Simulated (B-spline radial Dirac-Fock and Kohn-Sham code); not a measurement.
Ga³⁺: input and output of one calculation

ΔSCF core binding energies without Breit or QED terms, calculated with an atomic code on a B-spline grid. Keys: rel is the Hamiltonian (dirac, or spin-free x2c and nr, where L3 and M5 stand for the whole 2p and 3d shells), method is hf or an exchange,correlation pair (spin-unpolarised, also for the hole states), nuc the nuclear model, radius_factor scales its radius, rmax is the box in bohr, h the logarithmic mesh step, order the B-spline order, points the quadrature points per cell, c_factor scales the speed of light, and damp, ndamp, maxit and tol steer the iteration. The run stops when the commutator error falls below 10·tol·max(1, Z/10), or the numerical noise floor, and the energy has settled to about 1e-8 Ha; the virial ratio is −V/T.

Input (task.json):

```json
{"items": [{"Z": 31, "q": 3, "cfg": [[1, 0, 2], [2, 0, 2], [2, 1, 6], [3, 0, 2], [3, 1, 6], [3, 2, 10]], "A": 69, "rrms": 3.9973, "do": "settings", "holes": ["K", "L3", "M5"],
  "settings": [{"rel": "dirac", "method": "hf", "nuc": "fermi", "radius_factor": 1.0, "rmax": 45.0, "h": 0.3, "order": 8, "points": 10, "c_factor": 1.0, "maxit": 2, "damp": 0.5, "ndamp": 3, "tol": 1e-08}]}]}
```

Command: `python xray2_run.py task.json out`

Ground-state iterations:

```
iter   energy (Ha)        error
   1    -1934.65176211  1.14e+00
   2    -1937.02101575  6.02e-01
```

The ground state had not converged after 2 iterations, with total energy -1937.02102 Ha, virial ratio 1.94218 and highest orbital energy -21.24 eV. ΔSCF binding energies: K (1s) 10609.9 eV, L3 (2p3/2) 1315.0 eV, M5 (3d5/2) 128.4 eV (not all states converged, so these are not final).

Question: One setting is unsound. Which, and why?

Answer: maxit ends the run before self-consistency. With the default settings (Dirac Hartree-Fock): The ground state converged in 10 iterations, with total energy -1940.58530 Ha, virial ratio 1.98004 and highest orbital energy -64.83 eV. ΔSCF binding energies: K (1s) 10433.3 eV, L3 (2p3/2) 1162.7 eV, M5 (3d5/2) 60.75 eV.
